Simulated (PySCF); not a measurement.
Run record: EPR job, `F[SiH2]/N=[C]/C(F)(F)F` [radical].

Method: UKS B3LYP, pcH-1 on C F H N Si, non-relativistic, mean-field spin-orbit, GIAO (PySCF 2.14.0). Geometry: GFN2-xTB. The command runs a driver script over a list of jobs; the input below is this job's line of settings and its coordinates in Å.

Command:
```bash
OMP_NUM_THREADS=1 python probes_run.py task.json out
```

Input:
```
{"job": {"kind": "epr", "basis": "pcH-1"}, "charge": 0, "multiplicity": 2}
F      2.486876     0.879534     1.038149
Si     2.124571    -0.099376    -0.171825
N      0.398917    -0.015593    -0.181845
C     -0.671465    -0.590692    -0.207150
C     -2.033291     0.026590    -0.261492
F     -2.782705    -0.379402     0.768268
F     -2.042786     1.374809    -0.235644
F     -2.664562    -0.334976    -1.385725
H      2.687774    -1.388830     0.179372
H      2.505553     0.532590    -1.417477
```

What does the run print?

```
UKS, coarse grid
  cycle   1  E = -820.86228533  |g| = 8.01e-01
  cycle   2  E = -820.45437344  |g| = 1.41e+00
  cycle   3  E = -821.05383338  |g| = 1.71e-01
  cycle   4  E = -821.06318695  |g| = 9.27e-02
  cycle   5  E = -821.06668428  |g| = 2.08e-02
  cycle   6  E = -821.06683616  |g| = 4.27e-03
  cycle   7  E = -821.06684430  |g| = 1.92e-03
  cycle   8  E = -821.06684575  |g| = 8.92e-04
UKS, final grid
  cycle   1  E = -821.06698317  |g| = 1.27e-03
  cycle   2  E = -821.06698216  |g| = 2.21e-03
  cycle   3  E = -821.06698379  |g| = 3.74e-04
  cycle   4  E = -821.06698386  |g| = 1.27e-04
  cycle   5  E = -821.06698389  |g| = 7.86e-05
  cycle   6  E = -821.06698389  |g| = 1.46e-05
E = -821.06698389 Eh   <S^2> = 0.7529 (exact 0.7500)
g shifts (ppm)      1          2          3
  rmc          -200       -200       -200
  gc             42         21         16
  oz_so       -3558         -2       1563
  total       -3715       -181       1379
hyperfine (MHz)  atom isotope    a_iso     a_fc   dipolar eigenvalues
    0   19F      18.82      18.82     -4.08     -3.12      7.20
    1  29Si     -22.09     -22.14    -10.26      4.20      6.07
    2   14N       4.32       4.41    -18.91    -15.11     34.02
    3   13C     312.39     312.66    -50.11    -45.11     95.22
    4   13C     168.86     168.88    -13.64    -12.15     25.78
    5   19F      -8.93      -8.92    -10.18     -4.61     14.80
    6   19F      84.84      84.42    -64.62    -62.27    126.89
    7   19F      -8.11      -8.10     -9.54     -4.27     13.81
    8    1H      30.72      30.73     -2.84     -1.38      4.22
    9    1H      -4.80      -4.80     -2.92     -2.00      4.92
```

rmc, gc and oz_so are the mass-correction, gauge-correction and orbital-Zeeman/spin–orbit parts of the g shift along its three principal axes; a_iso is the isotropic hyperfine coupling and a_fc its Fermi-contact part. The program numbers atoms from 0.

Get g_iso from the total shifts.

Their mean is -839 ppm; added to g_e = 2.002319 it gives 2.00148.

How far is ⟨S²⟩ from the pure-spin value?

S = 0.5 gives S(S+1) = 0.75; the run has 0.7529, 0.0029 more.

In short: ⟨S²⟩ 0.753; g_iso 2.0015.

One conformer (not necessarily the lowest) at the GFN2-xTB geometry, without solvent, vibrations or thermal averaging.

How long does this job take on an Arm Neoverse V1 with one thread, shared host with 32 logical CPUs at a one-minute load of 14? And the peak memory of the process?

About 56 s (density and orbital grids were written too), with 0.76 GiB resident at the peak, the Python interpreter and its libraries included.
Labels such as C1 count atoms from 1, the log's own numbers from 0.
